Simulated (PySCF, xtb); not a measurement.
CH2NO, SMILES [NH]C=O (connectivity only; charge and spin as stated), charge -1, multiplicity 1.

xtb 6.7.1 with GFN2-xTB at its own geometry gives an orbital gap of 5.26 eV.

Geometry: B3LYP-D3(BJ)/def2-SVPD. The multiplicity is an assumed one; other spin states were not compared. The isomer is the one that the SMILES or the coordinates give; other isomers of the formula were not compared. Other conformers were not sampled.

Q: What does r2SCAN/def2-TZVPD (PySCF) give? (The exact figures need the calculation; the answer reports its results.)

A: gap 4.63 eV (levels 0.35 and 4.99 eV).
